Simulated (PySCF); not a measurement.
AlF2, doublet, geometry from GFN2-xTB (such geometries of metal compounds can be far from the true shape); PySCF with CASSCF(5,6)+NEVPT2/STO-3G.

Here is a job for PySCF.
```python
from pyscf import gto, scf, mcscf, mrpt
import numpy

mol = gto.M(
    atom='''
Al   -0.004514    0.349223    0.001953
F     1.554844   -0.232160   -0.001251
F    -1.548323   -0.272273   -0.001571
''',
    basis='sto-3g',
    charge=0,
    spin=1,
    verbose=3,
)

mf = scf.ROHF(mol)
mf.kernel()
mc = mcscf.CASSCF(mf, 6, 5)
mc.fix_spin_(ss=0.75)
mc.kernel()
occ = numpy.linalg.eigvalsh(mc.fcisolver.make_rdm1(mc.ci, mc.ncas, mc.nelecas))[::-1]
ss = mc.fcisolver.spin_square(mc.ci, mc.ncas, mc.nelecas)[0]
print('natural occupations', occ.round(4), ' <S^2>', round(ss, 4))
e2 = mrpt.NEVPT(mc).kernel()
print('E(NEVPT2) = %.10f' % (mc.e_tot + e2))
```

What the program printed (banner, timings and long lists left out):

```
converged SCF energy = -435.080713089766
CASSCF energy = -435.109489259281
CASCI E = -435.109489259281  E(CI) = -7.66234137403075  S^2 = 0.7500000
natural occupations [1.9849e+00 1.9686e+00 1.0004e+00 2.6600e-02 1.8200e-02 1.3000e-03]  <S^2> 0.75
Sr    (-1)',   E = -0.00000000000000
Si    (+1)',   E = -0.01075780404104
Sijrs (0)  ,   E = 0.00000000000000
Sijr  (+1) ,   E = -0.00000000000000
Srsi  (-1) ,   E = -0.00000000000000
Srs   (-2) ,   E = 0.00000000000000
Sij   (+2) ,   E = -0.02331773441716
Sir   (0)' ,   E = -0.00000000000000
Nevpt2 Energy = -0.034075538458204
E(NEVPT2) = -435.1435647977
```
